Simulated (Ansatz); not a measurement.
HCl4Si2 (SMILES Cl[SiH][Si](Cl)(Cl)Cl), doublet, at a GFN2-xTB geometry; Ansatz (a first-principles code) with B3LYP/def2-SVP.

Here is a job for Ansatz.
Ansatz 0.2 input:
```yaml
crystal:
  periodic: [false, false, false]
  atoms:
    - {symbol: Cl, position_ang: [2.86552779, -1.06462915, -0.18976247]}
    - {symbol: Si, position_ang: [1.59915590, 0.40249411, -0.74768665]}
    - {symbol: Si, position_ang: [-0.53809359, 0.19570850, 0.07252869]}
    - {symbol: Cl, position_ang: [-0.87607452, 0.06496016, 2.07949960]}
    - {symbol: Cl, position_ang: [-1.44369391, -1.43192902, -0.74301900]}
    - {symbol: Cl, position_ang: [-1.55276129, 1.84038552, -0.56400512]}
    - {symbol: H, position_ang: [2.26416080, 1.67577586, -0.45390963]}
basis:
  gaussian:
    orbitals: def2-SVP
hamiltonian:
  xc: b3lyp
magnetization: {spin_polarized: true, initial_magnetization: 1}
accuracy: high
```

Output, abridged:

```
Functional definition: B3LYP
2176 factors; integrals over basis functions are off by at most 3.7e-9 eV
mean field evaluation 1: about -65846.8132 eV, gradient 1.2e1 eV
mean field evaluation 2: about -65846.6432 eV, gradient 1.4e1 eV
mean field evaluation 4: about -65847.6357 eV, gradient 3.8e-1 eV
mean field evaluation 8: about -65847.8049 eV, gradient 7.5e-2 eV
mean field evaluation 16: about -65847.8049 eV, gradient 5.2e-5 eV
mean field -65847.80491371 eV, -2419.8621973335 hartree, gradient 3.1e-8 eV, S^2 0.752280; 0 other end points of the search recorded, 0 dependent functions left out
reference -65847.80495356 eV, -2419.8621987981 hartree; 49, 48 occupied and 64, 65 virtual orbitals, 2176 factors
Total energy: -65847.80495356 eV, -2419.8621987981 hartree
```
